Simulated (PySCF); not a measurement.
Removal energies of Fe¹⁴⁺ from EOM-IP-GCCSD

Reference: closed-shell Fe¹⁴⁺, [Ne] 3s2; one electron is removed. Calculated with PySCF 2.14, two-component X2C-1e with screened spin-orbit coupling, an uncontracted even-tempered set (19 s from 0.37 bohr⁻², ratio 2.6; 13 p from 0.48 bohr⁻², ratio 2.6; 7 d from 0.49 bohr⁻², ratio 2.8; 4 f from 8.5 bohr⁻², ratio 2.8); frozen 1s2; the 50 highest virtual spinors dropped; of the others 56 kept and the rest restored at second order. No Breit or QED terms. Binding energies in eV.

```
level  Koopmans  second order  EOM-CCSD
3s1/2    453.14        455.33    455.92
```

For comparison, the ionisation energy of Fe¹⁴⁺ is 456.2 ± 0.5 eV (measured; NIST Atomic Spectra Database, ionization energies).
